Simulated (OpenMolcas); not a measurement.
Multiconfigurational calculation on Ne²⁺

Input:

```
&GATEWAY
Coord
1

Ne 0.0 0.0 0.0
Basis=ANO-RCC
Group=XYZ
NoMove
AngMom=0.0 0.0 0.0
AMFI
&SEWARD
&RASSCF
FileOrb=start.orb
Symmetry=1
Spin=3
nActEl=6 0 0
Inactive=1 0
Ras2=1 3
CIRoot=3 3 1
SDav=3
CIMx=300
Iter=120 100
PrWF=0.3
OrbListing=Nothing
MaxOrb=0
Atom
>>> COPY $Project.JobIph JOBPRE
&RASSCF
FileOrb=start.orb
Symmetry=1
Spin=3
nActEl=6 0 0
Inactive=1 0
Ras2=2 6
CIRoot=3 3 1
SDav=744
CIMx=300
Iter=120 100
PrWF=0.3
OrbListing=Nothing
MaxOrb=0
Atom
>>> COPY $Project.JobIph JOB001
&RASSCF
FileOrb=start.orb
Symmetry=1
Spin=1
nActEl=6 0 0
Inactive=1 0
Ras2=2 6
CIRoot=6 6 1
SDav=616
CIMx=300
Iter=120 100
PrWF=0.3
OrbListing=Nothing
MaxOrb=0
Atom
>>> COPY $Project.JobIph JOB002
&RASSCF
FileOrb=start.orb
Symmetry=2
Spin=3
nActEl=6 0 0
Inactive=1 0
Ras2=2 6
CIRoot=3 3 1
SDav=768
CIMx=300
Iter=120 100
PrWF=0.3
OrbListing=Nothing
MaxOrb=0
Atom
>>> COPY $Project.JobIph JOB003
&RASSCF
FileOrb=start.orb
Symmetry=2
Spin=1
nActEl=6 0 0
Inactive=1 0
Ras2=2 6
CIRoot=3 3 1
SDav=560
CIMx=300
Iter=120 100
PrWF=0.3
OrbListing=Nothing
MaxOrb=0
Atom
>>> COPY $Project.JobIph JOB004
&RASSI
NrOfJobIphs=4 3 6 3 3
1 2 3
1 2 3 4 5 6
1 2 3
1 2 3
IphNames
JOB001
JOB002
JOB003
JOB004
EJob
SpinOrbit
DIPRint=1.0
SOCoupling=1000.0
Subsets=2
MEES
Property=10
'ANGMOM' 1 'ANGMOM' 2 'ANGMOM' 3 'MLTPL  1' 1 'MLTPL  1' 2 'MLTPL  1' 3
'AMFI' 1 'AMFI' 2 'AMFI' 3 'MLTPL  2' 6
SOProperty=3
'ANGMOM' 1 'ANGMOM' 2 'ANGMOM' 3
```

Launched by
```bash
OMP_NUM_THREADS=1 MOLCAS_MEM=2252 MOLCAS_PROJECT=a pymolcas a.inp > a.log  # once for each step of the input, in one work folder
```

A driver script runs the steps one by one and writes start.orb anew before each from the orbitals found so far.

Output, cut to the results:

```
--- SEWARD ---
Basis set label: NE.ANO-RCC.........

      Electronic valence basis set:
      ------------------
      Associated Effective Charge  10.000000 au
      Associated Actual Charge     10.000000 au
      Nuclear Model: Point charge

      Shell  nPrim  nBasis  Cartesian Spherical Contaminant
         s      14       8        X
         p       9       7        X
         d       4       4                 X
         f       3       3                 X
         g       2       2                 X
                  Relativistic Douglas-Kroll-Hess integrals:
                    - DKH order of Hamiltonian: 2
                    - DKH order of Properties : 0
                  Atomic mean-field integrals
--- RASSCF ---
Wave function specifications:
      -----------------------------

      Number of closed shell electrons           2
      Number of electrons in active shells       6
      Max number of holes in RAS1 space          0
      Max nr of electrons in RAS3 space          0
      Number of inactive orbitals                1
      Number of active orbitals                  8
      Number of secondary orbitals              79
      Spin quantum number                      1.0
      State symmetry                             1
Orbital specifications:
      -----------------------

      Symmetry species                           1   2
                                                ag  au
      Frozen orbitals                            0   0
      Inactive orbitals                          1   0
      Active orbitals                            2   6
      RAS1 orbitals                              0   0
      RAS2 orbitals                              2   6
      RAS3 orbitals                              0   0
      Secondary orbitals                        43  36
      Deleted orbitals                           0   0
      Number of basis functions                 46  42
      Number of CSFs                           744
      Number of root(s) required                 3
      Iter CI   SX   CI       RASSCF       Energy    max ROT     max BLB   max BLB  Level Ln srch  Step   QN
          iter iter root      energy       change     param      element    value   shift minimum  type update
 Nr of preliminary CI iterations:   1
        1   1   21    0  -126.55514306    0.00E+00  -3.20E-01*   2   4 1 -3.59E-02*  0.00   0.00    SX    NO
        2   1   17    0  -126.56767097   -1.25E-02*  7.40E-02    3  12 2  1.10E-02*  0.00   0.00    SX    NO
        3   1   15    0  -126.56904607   -1.38E-03*  2.99E-02    3   9 2  2.57E-03*  0.00   0.00    SX    NO
        4   1   14    0  -126.56929731   -2.51E-04* -1.29E-02    2   4 1  2.15E-03*  0.00   0.00    SX    NO
        5   1   13    0  -126.56935072   -5.34E-05* -1.11E-02    2   4 1  1.35E-03*  0.00   1.90    LS   YES
        6   1   11    0  -126.56936595   -1.52E-05* -7.35E-04    2   4 1  7.03E-04*  0.00   1.05    QN   YES
        7   1    9    0  -126.56936620   -2.53E-07* -2.06E-04    2   4 1  1.77E-04*  0.00   1.12    QN   YES
        8   1    6    0  -126.56936621   -1.10E-08*  2.15E-05    2   4 1  1.82E-05   0.00   1.00    QN   YES
        9   1    3    0  -126.56936621   -2.69E-10   7.18E-06    3  12 2  3.92E-06   0.00   1.19    QN   YES
      Convergence after  9 iterations
       10   1    3    0  -126.56936621   -1.28E-11   7.18E-06    2   5 1  1.21E-06   0.00   1.19    QN   YES
      Natural orbitals and occupation numbers for root  1
      sym 1:   1.996031   0.003924
      sym 2:   1.994294   0.998038   0.998038   0.005452   0.002111   0.002111
      Natural orbitals and occupation numbers for root  2
      sym 1:   1.996031   0.003924
      sym 2:   0.998038   1.994294   0.998038   0.002111   0.005452   0.002111
      Natural orbitals and occupation numbers for root  3
      sym 1:   1.996031   0.003924
      sym 2:   0.998038   0.998038   1.994294   0.002111   0.002111   0.005452
::    RASSCF root number  1 Total energy:   -126.56936621
::    RASSCF root number  2 Total energy:   -126.56936621
::    RASSCF root number  3 Total energy:   -126.56936621
--- RASSCF ---
Wave function specifications:
      -----------------------------

      Number of closed shell electrons           2
      Number of electrons in active shells       6
      Max number of holes in RAS1 space          0
      Max nr of electrons in RAS3 space          0
      Number of inactive orbitals                1
      Number of active orbitals                  8
...
--- RASSI ---
SPIN-FREE ENERGIES:
  (Shifted by EMIN (a.u.) =       -126.5693662092)

 SF State       Relative EMIN(au)   Rel lowest level(eV)    D:o, cm**(-1)      L_eff

     1             0.0000000000        0.0000000000              0.0000         1.0
     2             0.0000000000        0.0000000000              0.0000         1.0
     3             0.0000000000        0.0000000000              0.0000         1.0
     4             0.1260470014        3.4299136391          27664.1192         2.0
     5             0.1260470014        3.4299136391          27664.1192         2.0
     6             0.1260470014        3.4299136391          27664.1192         2.0
     7             0.1260470014        3.4299136391          27664.1192         2.0
     8             0.1260470014        3.4299136391          27664.1192         2.0
     9             0.2334518152        6.3525475132          51236.7511         0.0
    10             0.9692152170       26.3736896240         212718.1525         1.0
    11             0.9692152170       26.3736896240         212718.1525         1.0
    12             0.9692152170       26.3736896240         212718.1525         1.0
    13             1.4108210247       38.3903958269         309639.4243         1.0
    14             1.4108210247       38.3903958269         309639.4243         1.0
    15             1.4108210247       38.3903958269         309639.4243         1.0
     Dipole printing threshold changed to   1.00000000E+00

++ Dipole transition strengths (spin-free states):
   -----------------------------------------------
     for osc. strength at least  1.00000000E+00

  ( Max oscillator strength is only   0.15096847314789988      )
--
Eigenvalues of complex Hamiltonian:
   -----------------------------------
  (Shifted by EMIN (a.u.) =       -126.5693662092)

 SO State       Relative EMIN(au)   Rel lowest level(eV)    D:o, cm**(-1)     J-value

...
```

The J values that RASSI prints are effective ones from its own formula and need not be integers or half-integers; the table below assigns J from the states.

Levels above the lowest, from the spin-orbit matrix, grouped by J:

| Configuration | Term | J | E (cm-1) | Measured (cm-1) | g | Term weight % |
| --- | --- | --- | --- | --- | --- | --- |
| 2s2 2p4 | 3P | 2 | 0.0 | 0.0 | 1.501 | 100 |
| 2s2 2p4 | 3P | 1 | 585 | 650 | 1.501 | 100 |
| 2s2 2p4 | 3P | 0 | 861 | 927 |  | 100 |
| 2s2 2p4 | 1D | 2 | 27966 | 25841 | 1.000 | 100 |
| 2s2 2p4 | 1S | 0 | 51546 | 55747 |  | 100 |
| 2s 2p5 | 3P* | 2 | 212727 |  | 1.501 | 100 |
| 2s 2p5 | 3P* | 1 | 213299 | 204879 | 1.501 | 100 |
| 2s 2p5 | 3P* | 0 | 213587 | 205204 |  | 100 |
| 2s 2p5 | 1P* | 1 | 309937 |  | 1.000 | 100 |

Against the 6 measured excited levels shown (Moore, Atomic Energy Levels, vol. I, NSRDS-NBS 35 (1971 reprint of NBS Circular 467, 1949)) the mean absolute deviation is 3900 cm-1; the largest miss in energy is 2s 2p5 3P* 1: computed 213299, measured 204879 cm-1 (+4.1 %), and the largest in proportion 2s2 2p4 3P1 (-9.9 %).

Active for correlation alone: 3p 3s; no level in the range computed is led by a configuration that fills them, so any true level of that kind is missing. Computed and measured levels are paired by configuration, term and J; levels that our copy of the source lacks, or whose pairing is in doubt (as where it misses far off the trend of its configuration), stay unpaired and out of the deviations. Levels of configurations outside the active space are missing. The first state left out of the spin-orbit step lies near 460000 cm-1 above the lowest spin-free state of the reference (among the parities and spins computed), and the list stops at four fifths of that energy or lower.

The RASSCF and RASSI steps took 45 s on 1 thread of Intel(R) Xeon(R) Platinum 8375C CPU @ 2.90GHz (Ice Lake), with other jobs on the host; the integral step is not counted.

The term weight is that of the spin-free term in the level, not the purity of its configuration. * marks odd parity.
